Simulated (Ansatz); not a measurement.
The cluster TiO3H2. Total charge 0; singlet. Geometry PBE0-D4/def2-SVP; atoms count from 1.

| atom | x (Å) | y (Å) | z (Å) |
| --- | --- | --- | --- |
| Ti1 | -0.575 | -0.422 | -0.117 |
| O2 | 0.697 | 0.190 | 1.163 |
| O3 | 1.331 | 0.340 | -0.124 |
| O4 | -1.702 | 0.638 | -0.443 |
| H5 | -1.164 | -2.049 | -0.253 |
| H6 | 1.413 | 1.303 | -0.226 |

The structure holds one bond between oxygen atoms, so isomers without such links may lie far lower. No other spin state of charge 0 was run. Another isomer (singlet) lies 0.80 eV lower at PBE0-D4/def2-TZVP; other spin states weren't run for this one.

Estimate the Mulliken populations from the PBE0/def2-TZVP orbitals of Ansatz.


```tsv
atom	charge (e)	d electrons
Ti1	1.07	2.24
O2	-0.41	–
O3	-0.32	–
O4	-0.54	–
H5	-0.18	–
H6	0.38	–
```
Mulliken values and Mayer orders depend strongly on the basis.

And the Mayer bond orders between bonded heavy atoms (over 0.3)?

Ti1–O2 0.70 (1.91 Å); Ti1–O3 0.38 (2.05 Å); Ti1–O4 2.19 (1.58 Å); O2–O3 0.84 (1.44 Å).
